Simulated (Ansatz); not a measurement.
Geometry optimisation, Ansatz 0.2.0, RKS PBE-D4/STO-3G.

Input file:

```yaml
crystal:
  periodic: [false, false, false]
  atoms:
    - { symbol: Al, position_ang: [0.0, 0.0, 0.0] }
    - { symbol: O, position_ang: [0.0, 0.0, 1.78] }
    - { symbol: Si, position_ang: [-1.3147, -0.4067, 2.7436] }
    - { symbol: H, position_ang: [-2.239, -1.2403, 1.9804] }
    - { symbol: H, position_ang: [-0.8506, -1.1432, 3.9157] }
    - { symbol: H, position_ang: [-1.9987, 0.8095, 3.1733] }
    - { symbol: F, position_ang: [1.4635, 0.0, -0.845] }
    - { symbol: "N", position_ang: [-1.6627, 0.0, -0.96] }
    - { symbol: H, position_ang: [-2.3316, -0.8164, -0.8614] }
    - { symbol: H, position_ang: [-1.9118, 0.8164, -1.5886] }
basis:
  gaussian: { orbitals: STO-3G }
hamiltonian:
  xc: pbe
  dispersion: d4
relax:
  f_tol: 0.02
  max_steps: 40
```

Command:

```bash
$ ansatz run input.yaml --threads 1 --pin off --max-ram 2048MiB --backend cpu --events-out ev --progress --plain --runs-dir out
```

Where does it end, and by what steps?

The forces met the threshold. The force dipped under the threshold on the way, but the program's further checks kept it going. Limits of this set-up: minimal basis. After 17 steps the energy has fallen by 0.991 eV; H9 moved furthest, 1.03 Å.

| step | energy less start (eV) | largest force component (eV/Å) | accepted |
| --- | --- | --- | --- |
| 0 | 0.0000 | 3.289 | yes |
| 1 | -0.6594 | 1.110 | yes |
| 2 | -0.8515 | 1.134 | yes |
| 3 | -0.9436 | 0.294 | yes |
| 4 | -0.9795 | 0.207 | yes |
| 5 | -0.9862 | 0.107 | yes |
| 6 | -0.9877 | 0.067 | yes |
| 7 | -0.9886 | 0.064 | yes |
| 8 | -0.9898 | 0.029 | yes |
| 9 | -0.9901 | 0.010 | yes |
| 10 | -0.9902 | 0.096 | yes |
| 11 | -0.9905 | 0.038 | yes |
| 12 | -0.9906 | 0.009 | yes |
| 13 | -0.9907 | 0.043 | yes |
| 14 | -0.9907 | 0.035 | yes |
| 15 | -0.9907 | 0.066 | yes |
| 16 | -0.9908 | 0.035 | yes |
| 17 | -0.9908 | 0.012 | yes |

```xyz
10
Properties=species:S:1:pos:R:3
Al -0.031 0.009 0.035
O 0.149 -0.344 1.701
Si -1.296 -0.548 2.584
H -2.131 -1.648 2.093
H -0.925 -0.850 3.962
H -2.144 0.648 2.599
F 1.345 0.222 -0.835
N -1.580 0.153 -0.746
H -2.511 0.023 -0.298
H -1.722 0.355 -1.758
```

The run took 43 s on 1 thread of Arm Neoverse V2, on a shared host, peak memory 0.17 GiB.
